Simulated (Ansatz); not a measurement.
Mulliken charges of Cl₂GeH₂O₂, SMILES `[OH][Ge]([OH])([Cl])[Cl]` from r2SCAN/def2-TZVPP in Ansatz (PBE0-D4/def2-TZVP geometry).

| atom | x (Å) | y (Å) | z (Å) | charge (e) |
| --- | --- | --- | --- | --- |
| O1 | -0.910 | 0.273 | 1.133 | -0.406 |
| Ge2 | -0.014 | -0.056 | -0.336 | 0.935 |
| O3 | 1.267 | -1.166 | 0.071 | -0.399 |
| Cl4 | -1.192 | -0.987 | -1.826 | -0.263 |
| Cl5 | 0.724 | 1.786 | -1.120 | -0.282 |
| H6 | -1.437 | 1.075 | 1.085 | 0.207 |
| H7 | 1.624 | -0.992 | 0.948 | 0.207 |

Q: By hand: the dipole of these point charges (1 e Å = 4.8032 D).

A: Σ q r = (-0.001, 0.075, 0.414) e Å, of length 0.421 e Å = 2.02 D.

Q: How does the dipole of the full density compare? (An estimate is asked.)

A: The calculation gave: (-0.047, 0.236, 0.332) e Å, 1.97 D; the point charges give 1.03 times that, at 26° from its direction.

Point charges leave out the atoms' own dipoles, such as those of lone pairs, and Mulliken's split depends on the basis, so the two needn't agree.
